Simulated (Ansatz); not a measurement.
CH6GeOSe (`[CH3][GeH]([OH])[SeH]`), relaxed with RKS PBE0-D4/def2-TZVP in Ansatz from a PBE-D4/def2-SVP geometry. The force threshold is 0.005 eV/Å; the program also tests the step.

Total charge 0; spin multiplicity 1.

Start:

```xyz
10

C     0.298   -0.123    1.324
Ge   -0.712    0.025   -0.351
O    -0.713   -1.542   -1.248
Se    0.233    1.762   -1.690
H     0.215    0.820    1.899
H    -0.110   -0.958    1.927
H     1.366   -0.324    1.112
H    -2.216    0.335   -0.154
H     0.089   -1.618   -1.799
H     1.551    1.622   -1.018
```

```
         step   energy (eV)  largest force (eV/Å)  largest move (Å)
            1  -125034.5621                 0.636             0.000
            2  -125034.5978                 0.240             0.054
            3  -125034.6020                 0.128             0.034
            4  -125034.6033                 0.080             0.016
            5  -125034.6041                 0.026             0.039
            6  -125034.6050                 0.035             0.052
 7 (rejected)  -125034.5587                 1.943             0.190
            8  -125034.6078                 0.045             0.080
            9  -125034.6089                 0.050             0.028
           10  -125034.6180                 0.114             0.142
           11  -125034.6194                 0.154             0.021
12 (rejected)  -125034.4923                 3.164             0.197
           13  -125034.6299                 0.154             0.098
           14  -125034.6401                 0.124             0.100
15 (rejected)  -125034.6120                 0.473             0.150
           16  -125034.6447                 0.056             0.075
           17  -125034.6451                 0.052             0.062
           18  -125034.6457                 0.118             0.026
           19  -125034.6460                 0.009             0.008
           20  -125034.6461                 0.017             0.005
           21  -125034.6461                 0.008             0.002
           22  -125034.6461                 0.002             0.002
```

End:

```xyz
10

C     0.253   -0.118    1.431
Ge   -0.591    0.033   -0.303
O    -0.213   -1.507   -1.114
Se    0.221    1.840   -1.586
H     0.058    0.774    2.025
H    -0.140   -0.994    1.949
H     1.329   -0.237    1.302
H    -2.116    0.261   -0.261
H    -0.421   -1.486   -2.051
H     1.619    1.432   -1.392
```

It took 87 s on 4 threads of an Arm Neoverse V2 on a shared host, with 0.63 GiB of host memory at the peak.
